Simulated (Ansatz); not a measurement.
Geometry optimisation, RKS PBE0/def2-SVP in Ansatz 0.2.0.

Input file:

```yaml
crystal:
  periodic: [false, false, false]
  atoms:
    - { symbol: "N", position_ang: [0.617, 0.9323, -0.6885] }
    - { symbol: C, position_ang: [0.0548, -0.3725, -0.485] }
    - { symbol: Zn, position_ang: [0.9481, -1.5014, 0.9118] }
    - { symbol: Se, position_ang: [-1.7701, -0.3227, -0.0546] }
    - { symbol: H, position_ang: [-0.0231, 1.434, -1.4429] }
    - { symbol: H, position_ang: [0.4513, 1.5252, 0.19] }
    - { symbol: H, position_ang: [0.2483, -0.9808, -1.3911] }
    - { symbol: H, position_ang: [1.1076, -1.084, 1.5866] }
    - { symbol: H, position_ang: [-1.5454, 0.3236, 1.3566] }
basis:
  gaussian: { orbitals: def2-SVP }
hamiltonian:
  xc: pbe0
relax:
  f_tol: 0.015
  max_steps: 40
```

Run as:

```bash
$ ansatz run input.yaml --threads 2 --pin off --max-ram 3072MiB --backend cpu --events-out ev --progress --plain --runs-dir out
```

Question: Where does it end, and by what steps?

Answer: It converged. After 13 steps the energy has fallen by 15.337 eV; H8 moved furthest, 1.12 Å. The start is strongly strained (largest force component 58 eV/Å).

```tsv
step	energy less start (eV)	largest force component (eV/Å)	accepted
0	0.0000	57.617	yes
1	-11.1818	15.346	yes
2	-13.5849	6.347	yes
3	-14.5477	2.051	yes
4	-14.9228	1.169	yes
5	-15.1810	0.579	yes
6	-15.2771	0.240	yes
7	-15.3218	0.234	yes
8	-15.3230	0.386	yes
9	-15.3344	0.064	yes
10	-15.3363	0.049	yes
11	-15.3363	0.039	yes
12	-15.3367	0.017	yes
13	-15.3368	0.012	yes
```

```xyz
9
Properties=species:S:1:pos:R:3
N 0.518 1.093 -0.916
C 0.158 -0.203 -0.516
Zn 0.890 -1.149 1.034
Se -1.824 -0.510 0.042
H -0.056 1.475 -1.667
H 0.551 1.769 -0.159
H 0.181 -0.890 -1.379
H 1.410 -1.918 2.265
H -1.740 0.288 1.280
```

Whether the end is a true minimum wasn't checked by a vibrational analysis.

Time of the run: 46 s on 2 threads of Intel(R) Xeon(R) Platinum 8488C (Sapphire Rapids) (shared host), peak memory 0.33 GiB.
